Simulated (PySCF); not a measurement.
# SeF⁻: from constants to spectrum

RHF-CCSD(T) constants of SeF⁻, ¹Σ⁺ (singlet), closed shell (PySCF, scalar-relativistic core potentials, basis sets Se aug-cc-pVDZ-PP with ECP10, F aug-cc-pVDZ; masses 79.9165 and 18.9984 u):

```
ωe              : 538.4 cm⁻¹
ωexe            : 3.03 cm⁻¹
Be              : 0.30764 cm⁻¹
αe              : 0.00235 cm⁻¹
D (centrifugal) : 4.02e-07 cm⁻¹
De to Se + F⁻   : 2.12 eV
```

Task: Give the band origin of the fundamental and the first lines of its P and R branches.

Result: ν0 = ωe − 2ωexe = 532.3 cm⁻¹, B0 = 0.30647, B1 = 0.30412 cm⁻¹.

```
J″  P(J″) − ν0  R(J″) − ν0
 0                   0.608
 1      -0.613       1.212
 2      -1.231       1.811
 3      -1.853       2.405
 4      -2.480       2.994
 5      -3.111       3.579
 6      -3.748       4.158
```

Task: Near which J would the R branch turn back, without centrifugal distortion?

Result: At J ≈ (B0 + B1)/(2(B0 − B1)) − 1 ≈ 130.

Correlated steps freeze 5 core orbitals. Correlated levels converge slowly with the basis: in double zeta they bind strong bonds too weakly, by up to about 1 eV, and carry superposition errors of some tenths. For an ion De counts to the pair picked by the measured ionisation energies or electron affinities, which need not be the lowest pair at this level. Where the molecule has an RHF reference, its open-shell atoms are computed with UHF.
